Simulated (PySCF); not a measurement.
A structure optimised at PBE0-D3(BJ)/def2-SVP, used in a PySCF frequency run:

```xyz
12

C      0.0000     0.0000     2.1012
C      0.0000     0.0000     0.7567
C      0.0000    -1.1773    -0.1237
C      0.0000    -0.7349    -1.4036
C      0.0000     0.7349    -1.4036
C      0.0000     1.1773    -0.1237
H      0.0000     0.9345     2.6688
H      0.0000    -0.9345     2.6688
H      0.0000    -2.2102     0.2233
H      0.0000    -1.3542    -2.3018
H      0.0000     1.3542    -2.3018
H      0.0000     2.2102     0.2233
```
Charge 0, spin multiplicity 1.

Task: Write its SMILES, formula and point group.

Result: C=C1C=CC=C1, C6H6, C2v

Task: What are its rotational constants (standard atomic weights)?

Result: 8.2076, 3.8077, 2.6010 GHz
